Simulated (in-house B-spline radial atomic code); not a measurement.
Mo⁶⁺. Computed with a B-spline radial atomic code. Model: all-electron spherical atom, spin shells full or empty, radial basis limit, no spin-orbit coupling, Breit or QED, empty-state partial waves extrapolated as (l+1/2)^-4, RPA, G0W0 and static COHSEX of the highest shell as one setting changes (uncorrelated shells keep exact exchange).

Given: element Mo; charge 6; filled core Ar; hamiltonian one-electron scalar X2C; mean-field start PBE; highest l of empty states 9; nuclear rms radius 4.4091 fm; highest mean-field shell 4p.

Shell: 3d 5 5, 4s 1 1, 4p 3 3 (electrons up and down).

| natural log step of frequency grid | RPA correlation energy (hartree) | G0W0 level (eV) | G0W0 minus most complete (meV) | RPA minus most complete (millihartree) | linearised minus solved G0W0 (meV) |
| --- | --- | --- | --- | --- | --- |
| 0.25 | -2.7789 | -126.7 | 0 | 0 | -14 |
| 0.4 | ? | ? | ? | ? | ? |
| 0.6 | -2.7789 | -126.7 | 0 | 0 | -13.9 |
| 0.9 | ? | ? | ? | ? | ? |
| 1.3 | -2.7788 | -126.7 | 0.7 | 0.1 | -12.8 |
| 1.8 | -2.7781 | -126.67 | 28.6 | 0.7 | -11.3 |
| 2.5 | -2.7178 | -126.53 | 167.3 | 61.1 | -6.7 |
| 3.5 | -2.6859 | -126.38 | 317.9 | 93 | -1.8 |

(1) What follows for natural log step of frequency grid = 0.9?

(2) What follows for natural log step of frequency grid = 0.4?

Results:

(1) RPA correlation energy -2.7789 hartree; G0W0 level -126.7 eV; G0W0 minus most complete -0.1 meV; RPA minus most complete 0 millihartree; linearised minus solved G0W0 -13.9 meV.

(2) RPA correlation energy -2.7789 hartree; G0W0 level -126.7 eV; G0W0 minus most complete 0 meV; RPA minus most complete 0 millihartree; linearised minus solved G0W0 -13.9 meV.
